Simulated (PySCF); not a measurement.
How the numbers were obtained: shielding tensors at PBE0/pcSseg-1 (GIAO), structure optimised with GFN2-xTB, in PySCF 2.14 (a single conformation, rapidly exchanging positions averaged, relativity neglected, gas phase).

Shifts are taken against calculated references (same method and geometry level): 1H (σref 31.72), 13C (σref 186.93) against TMS. Shifts are as computed. Against solution values, carbons near 30 ppm lie about +3 ppm off and those near 130 ppm about +5 ppm (rms about the fit 2.1 ppm; single classes can miss by 10 ppm). Of 1328 compounds with measured shifts, 309 miss one by over three times the rms of a fit or turn the order of signals round; such compounds aren't used in these exercises. Signals without a measured value on file couldn't be tested in this way; 1H shifts scatter by 0.2 ppm about their fit, and single ones miss by 0.5 ppm. OH and NH positions are gas-phase values without hydrogen bonding to other molecules.

(1) Order these molecules by the shift of their most shielded carbon-bound hydrogen, lowest δ first.
A. C=C1C[C@@H]1n1cccc1
B. c1ccc(C2CC2)nc1
C. O[SiH2]/C=C/[SiH3]

(2) Order these molecules by the shift of their most deshielded carbon, lowest δ first.
A. O[SiH2]/C=C/[SiH3]
B. C=C1C[C@@H]1n1cccc1
C. c1ccc(C2CC2)nc1

(3) How many 13C and 1H signals does each give (equivalence by symmetry and fast rotation, but not about amide C–N or C=N bonds)? `N#C[C@@]12C=C[C@@H](CC1)C2`, `O[SiH2]/C=C/[SiH3]`, `c1ccc(C2CC2)nc1`, `C=C1C[C@@H]1n1cccc1`

Answers

(1) B (0.96 ppm, hydrogen on a three-membered-ring carbon), A (1.60 ppm, hydrogen on a three-membered-ring carbon), C (6.81 ppm, hydrogen on an alkene CH).

(2) B (140.1 ppm, fully substituted alkene carbon), A (162.1 ppm, alkene CH), C (170.1 ppm, substituted aromatic carbon next to a ring nitrogen).

(3) N#C[C@@]12C=C[C@@H](CC1)C2: 8 C, 9 H; O[SiH2]/C=C/[SiH3]: 2 C, 5 H; c1ccc(C2CC2)nc1: 7 C, 7 H; C=C1C[C@@H]1n1cccc1: 6 C, 7 H.
